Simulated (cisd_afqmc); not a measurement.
Input (AFQMC/CISD/def2-SVP; cisd_afqmc is a phaseless AFQMC code with CISD trial states that reads the integrals written by Ansatz):

Ansatz 0.2 input:
```python
import cisd_afqmc

open("ham.yaml", "w").write("""\
crystal:
  periodic: [false, false, false]
  atoms:
    - {symbol: Si, position_ang: [1.64143138, -0.16940177, 0.03129456]}
    - {symbol: Ge, position_ang: [-0.76747732, 0.08042244, -0.01953746]}
    - {symbol: H, position_ang: [2.57980917, 0.91923104, 0.37148157]}
    - {symbol: H, position_ang: [2.34714158, -1.44341482, -0.21419541]}
    - {symbol: H, position_ang: [-1.09584041, -0.24945707, 1.44165689]}
    - {symbol: H, position_ang: [-1.00249024, 1.53943368, -0.39518868]}
    - {symbol: H, position_ang: [-1.24938527, -0.96768610, -1.01667935]}
basis:
  gaussian:
    orbitals: def2-SVP
total_charge: 1
magnetization: {spin_polarized: false}
correlation: {method: ccsd, electrons: outside_noble_gas, hamiltonian_folder: ham}
""")
rep = cisd_afqmc.ansatz("ham.yaml")
e_ccsd = rep["correlation"]["coupled_cluster"]["energy"]["hartree"]
out = cisd_afqmc.run("ham", e_ccsd, trial="CISD", walkers=100, populations=8, threads=8, dt=0.005, steps=40, early=24, settle=10, least=32,
    cut=5e-5, rank_cut=2e-4, target=0.0004, seconds=1500, seed=1, memory=17280, gpu=False)
```

Output:

```
orbitals 56, occupied [6], factors 366 of 739, rank of the doubles 117 of 300
E(HF) = -2366.545553
E(CCSD) on the cut factors = -2366.767873, shift to the whole factors -0.000007
Energy of the trial state on the determinant = -2366.767809
  tau behind 7.2 of longer steps, mean of the populations' last blocks
   2.0  -2366.77357
   4.0  -2366.77442
   6.0  -2366.77547
   8.0  -2366.77471
blocks 312 (0 outliers left out), error by blocks joined: 1: 0.00012, 2: 0.00016, 4: 0.00019, 8: 0.00022, 16: 0.00021
E(AFQMC/CISD) = -2366.77465 +/- 0.00022
```
